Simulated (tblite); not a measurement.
Input of a run (GFN2-xTB geometry optimisation, gas phase (tblite 0.8.0)), started from a force field or distance geometry:
```
{"job": {"kind": "relax", "xc": "GFN2-xTB", "basis": "xTB"}, "charge": 0, "multiplicity": 2}
F      3.134100    -0.194600    -2.131200
C      2.474700     0.141900    -0.975200
C      3.223300     0.092900     0.121300
S      4.129500     0.042900     1.427100
C      1.052000     0.510200    -0.930600
N      0.323000    -0.130700     0.140300
C     -1.020900     0.438500     0.247600
C     -1.948600    -0.090200     1.329400
C     -2.101400    -0.571600    -0.083500
H      0.553000     0.309000    -1.901300
H      0.216800    -1.150400    -0.142100
H     -1.178300     1.494300     0.015900
H     -2.727000     0.616000     1.757500
H     -1.413600    -0.703100     2.086700
H     -1.814900    -1.609400    -0.245400
H     -2.909300    -0.145300    -0.727900
```

Output (eV, eV/Å):
```
step      E/eV     max force
  0    -738.21704    2.943
  1    -738.53229    2.154
  2    -738.77273    1.357
  3    -738.91631    0.902
  4    -739.05382    1.119
  5    -739.16009    1.215
  6    -739.27274    1.085
  7    -739.35033    0.931
  8    -739.44699    0.790
  9    -739.51713    0.710
 10    -739.58857    0.838
 11    -739.63694    0.511
 12    -739.65233    1.325
 13    -739.69354    0.407
 14    -739.71979    0.377
 15    -739.75207    0.393
 16    -739.76534    0.341
 17    -739.78083    0.299
 18    -739.79403    0.273
 19    -739.80324    0.257
 20    -739.81421    0.233
 21    -739.82182    0.231
 22    -739.82862    0.205
 23    -739.83405    0.204
 24    -739.83913    0.192
 25    -739.84382    0.184
 26    -739.84836    0.165
 27    -739.85223    0.151
 28    -739.85530    0.137
 29    -739.85839    0.158
 30    -739.86292    0.221
 31    -739.86906    0.298
 32    -739.87606    0.303
 33    -739.88241    0.246
 34    -739.88794    0.220
 35    -739.89368    0.391
 36    -739.90393    0.337
 37    -739.91963    0.429
 38    -739.92862    0.415
 39    -739.93452    0.309
 40    -739.94098    0.242
 41    -739.95129    0.318
 42    -739.95720    0.423
 43    -739.96764    0.373
 44    -739.97486    0.331
 45    -739.98349    0.218
 46    -739.98942    0.302
 47    -739.99709    0.268
 48    -740.00265    0.269
 49    -740.00604    0.161
 50    -740.00920    0.115
 51    -740.01219    0.129
 52    -740.01495    0.162
 53    -740.01778    0.150
 54    -740.02093    0.146
 55    -740.02409    0.190
 56    -740.02685    0.177
 57    -740.02903    0.144
 58    -740.03077    0.095
 59    -740.03208    0.077
 60    -740.03302    0.087
 61    -740.03384    0.092
 62    -740.03471    0.075
 63    -740.03553    0.068
 64    -740.03631    0.094
 65    -740.03724    0.129
 66    -740.03847    0.149
 67    -740.03975    0.131
 68    -740.04068    0.090
 69    -740.04130    0.064
 70    -740.04197    0.067
 71    -740.04291    0.084
 72    -740.04397    0.083
 73    -740.04493    0.083
 74    -740.04581    0.076
 75    -740.04682    0.072
 76    -740.04795    0.074
 77    -740.04883    0.056
 78    -740.04935    0.056
 79    -740.04979    0.082
 80    -740.05035    0.096
 81    -740.05109    0.084
 82    -740.05169    0.054
 83    -740.05207    0.056
 84    -740.05236    0.053
 85    -740.05263    0.045
 86    -740.05288    0.053
 87    -740.05312    0.045
 88    -740.05339    0.062
 89    -740.05372    0.067
 90    -740.05414    0.080
 91    -740.05459    0.110
 92    -740.05506    0.079
 93    -740.05548    0.076
 94    -740.05587    0.062
 95    -740.05622    0.052
 96    -740.05665    0.062
 97    -740.05712    0.063
 98    -740.05773    0.084
 99    -740.05813    0.058
100    -740.05867    0.069
101    -740.05909    0.070
102    -740.05981    0.077
103    -740.06082    0.101
104    -740.06189    0.101
105    -740.06268    0.098
106    -740.06331    0.089
107    -740.06409    0.092
108    -740.06524    0.114
109    -740.06645    0.126
110    -740.06724    0.070
111    -740.06742    0.076
112    -740.06771    0.037
113    -740.06785    0.033
114    -740.06815    0.042
115    -740.06846    0.047
116    -740.06870    0.052
117    -740.06897    0.036
118    -740.06926    0.044
119    -740.06962    0.049
120    -740.07006    0.058
121    -740.07063    0.062
122    -740.07143    0.069
123    -740.07248    0.099
124    -740.07374    0.124
125    -740.07566    0.109
126    -740.07715    0.134
127    -740.07969    0.283
128    -740.08126    0.153
129    -740.08317    0.133
130    -740.08508    0.303
131    -740.08711    0.224
132    -740.09111    0.159
133    -740.09386    0.179
134    -740.09680    0.243
135    -740.09797    0.143
136    -740.09920    0.140
137    -740.09990    0.118
138    -740.10041    0.079
139    -740.10099    0.059
140    -740.10134    0.037
141    -740.10164    0.050
142    -740.10201    0.040
143    -740.10234    0.050
144    -740.10264    0.044
145    -740.10291    0.034
146    -740.10313    0.063
147    -740.10333    0.049
148    -740.10344    0.022
149    -740.10350    0.028
150    -740.10358    0.027
151    -740.10364    0.028
152    -740.10368    0.021
153    -740.10370    0.018
154    -740.10372    0.014
155    -740.10374    0.010
156    -740.10375    0.006
```

**Question.** Summarise the run.

**Answer.** The energy falls by 182.0 kJ/mol over 156 L-BFGS steps, the largest force on an atom goes from 2.94 to 0.006 eV/Å, and the atoms move by 0.869 Å rms after alignment. The bond that changes most is C5–N6 (ends: carbon bonded to C, N and H; nitrogen bonded to 2 C and H), which shortens by 0.118 Å. Bonds longer at the end by more than 0.005 Å: 2 of 16; shorter: 12. Among the angles that change most is C2–C3–S4, from 179.5° to 134.2°. Among the dihedrals that turn most is H10–C5–N6–H11, from 53° to 180°. The energy never rose by more than 1e-5 eV on the way. The first step brought 17 % of the lowering.

**Question.** What are the final bond lengths?

**Answer.** F1–C2 1.369 Å, C2=C3 1.374 Å, C3=S4 1.603 Å, C2–C5 1.380 Å, C5–N6 1.327 Å, N6–C7 1.417 Å, C7–C8 1.502 Å, C8–C9 1.499 Å, C7–C9 1.503 Å, C5–H10 1.083 Å, N6–H11 1.019 Å, C7–H12 1.083 Å, C8–H13 1.078 Å, C8–H14 1.079 Å, C9–H15 1.079 Å, C9–H16 1.078 Å. Numbering counts from 1 in the input's order; the species is `[CH](C(F)=C=S)NC1CC1` [radical].

Its GFN2-xTB frequencies are all real (lowest 35 cm⁻¹).

One conformer stands for the species.

The numbers are calculated, not measured.
